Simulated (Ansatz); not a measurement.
Basis sets compared for Ag2Cl2⁻ (the lowest doublet isomer of a short search). The state is a doublet with charge -1. Geometry r2SCAN-D4/def2-SVPD. Ansatz on 4 threads of Arm Neoverse V1 on a shared host; times are rough, and most runs start from earlier orbitals.

```xyz
4

Ag   -0.572   -0.031    0.314
Ag    1.805    0.249   -1.253
Cl    1.501   -1.003    1.079
Cl   -2.734    0.786   -0.139
```

In the def2 sets Ag takes a core potential; there is no spin–orbit coupling. The structure comes from a short search, and lower isomers may exist.

| level | functions | energy (Eh) | HOMO (eV) | LUMO (eV) | wall time |
| --- | --- | --- | --- | --- | --- |
| PBE-D4/def2-SVPD | 122 | -1213.8906 | -0.31 | 0.34 | 2.5 s |
| PBE0-D4/def2-SVPD | 122 | -1213.9292 | -0.98 | 1.23 | 4.1 s |

Task: Estimate the rows for PBE-D4/def2-TZVPD, PBE0-D4/def2-TZVPD (with forces).

Result: 
```tsv
level	functions	energy (Eh)	HOMO (eV)	LUMO (eV)	wall time
PBE-D4/def2-TZVPD	172	-1214.2675	-0.31	0.35	3.3 s
PBE0-D4/def2-TZVPD (with forces)	172	-1214.2991	-0.98	1.24	6.5 s
```
